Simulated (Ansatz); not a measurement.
Species: C2H2N2, SMILES `N=C=C=N` (charge 0, multiplicity 1).

Problem. Give a relaxed geometry from B3LYP-D3(BJ)/def2-TZVP run with Ansatz (a program for electronic structure).

Solution. the end point of this relaxation (outside a Z-matrix the atoms follow the SMILES, hydrogens last).
Z-matrix (Å, degrees):
```
C
N 1 1.2399
C 1 1.2938 2 158.94
N 3 1.2399 1 158.94 2 179.97
H 4 1.0243 3 113.23 1 -179.98
H 2 1.0243 1 113.23 3 -179.98
```
